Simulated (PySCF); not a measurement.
Symmetry of computed structures. Level of theory: PBE0-D3(BJ)/def2-SVP geometry optimisation, gas phase (PySCF 2.14.0). The symmetry is that of the one conformer found, every atom within 0.08 Å of its image; none is proved a minimum here. Atoms past krypton carry def2 core potentials.

`[CH2:1]=[CH:2]/[CH:3]=[CH:4]\[S:5][CH3:6]` with C1–C2–C3–C4 180°, C3–C4–S5–C6 180°, H–C6–S5–C4 62° (nearest H): symmetry, top, dipole?

Cs; near-prolate asymmetric top; symmetry number 1; 2 operations, which sort the 14 atoms into 13 sets; dipole 1.81 D, in the ab plane, which is the mirror; A, B, C = 11392, 1234, 1121 MHz; heavy atoms equivalent by symmetry: none.

`[CH2:1]=[CH:2][CH2:3][SiH2:4]/[CH:5]=[CH:6]\[SiH3:7]` with C1–C2–C3–Si4 105°, C2–C3–Si4–C5 49°, C3–Si4–C5–C6 59°: symmetry, top, dipole?

C1; asymmetric top; symmetry number 1; this conformer is chiral (no improper operation); dipole 0.45 D.

What symmetry has `[NH3]->[Ni](<-[NH3])([I])[I]` (cis-NiI2(NH3)2) [triplet]?

C2; asymmetric top; symmetry number 2; 2 operations, which sort the 11 atoms into 6 sets; dipole 11.20 D, along b, the twofold axis.

Caution for open-shell metal species: one SCF solution and one stationary point were followed, and a lower state or a bent or distorted shape isn't ruled out.
